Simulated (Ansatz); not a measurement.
Clusters of 3 atoms, alloy: PBE0-D4/def2-TZVPD single points in Ansatz on relaxed structures, gas phase. Each cluster is the lowest isomer that a short search found in that spin, judged at the geometry's level, and lower ones may exist. Core potentials for Au, Bi, In, Sn, no spin–orbit coupling. HOMO and LUMO are taken over both spins. Binding counts from free atoms in the multiplicity of their measured ground term, without zero-point energy. Singlets are spin-restricted. A dash marks a value that wasn't run or was left out as unsound. The structures are stationary points that may keep the symmetry of their start. Remarks come from the PBE and PBE0 runs and from stability tests at other levels; not every state was tested. A HOMO above zero means that the electron is unbound at that level and held by the basis, or that self-interaction error raises the level; the energy of removing that electron tells which. HOMO above LUMO (over both spins in singlets and doublets, within one spin in higher multiplets; at PBE or PBE0), or a gap under 0.15 eV within one spin, warns that the state may not be the lowest or that an electron is smeared out.

```tsv
species	atoms	state	geometry	HOMO (eV)	LUMO (eV)	gap (eV)	binding per atom (eV)	lowest of the spins relaxed	point group (within 0.1 Å)	remarks
Cu2Sn	3	singlet	PBE-D4/def2-TZVP	-4.97	-2.94	2.03	1.35	–	C2v	restricted, untested
Cu2Au	3	doublet	PBE0-D4/def2-TZVP	-4.63	-2.66	1.96	1.16	–	C2v	–
Sn2Bi	3	doublet	r2SCAN-D4/def2-SVP	-5.67	-3.51	2.16	1.82	–	C2v	–
MgAl2⁻	3	doublet	PBE0-D4/def2-TZVPD	-0.03	–	–	–	tie, of doublet/quartet	C2v	spin states tie at PBE0, HOMO above zero at PBE or PBE0, HOMO above zero (quartet)
LiSn2	3	doublet	PBE-D4/def2-TZVP	-4.62	-3.06	1.57	1.43	–	C2v	near-degenerate levels, gap within one spin near zero
```

Estimate the rows for ZnCu2⁻ (doublet, r2SCAN-D4/def2-TZVPD geometry); InSn2 (doublet, PBE-D4/def2-SVP geometry).


```tsv
species	atoms	state	geometry	HOMO (eV)	LUMO (eV)	gap (eV)	binding per atom (eV)	lowest of the spins relaxed	point group (within 0.1 Å)	remarks
ZnCu2⁻	3	doublet	r2SCAN-D4/def2-TZVPD	-0.02	–	–	–	doublet, of doublet/quartet	–	HOMO above zero at PBE or PBE0, HOMO above zero (quartet)
InSn2	3	doublet	PBE-D4/def2-SVP	-5.08	-3.47	1.61	1.47	–	Cs	spin-contaminated (⟨S²⟩ up to 0.87)
```

The gap (eV) runs from 1.57 (LiSn2) to 2.16 (Sn2Bi).
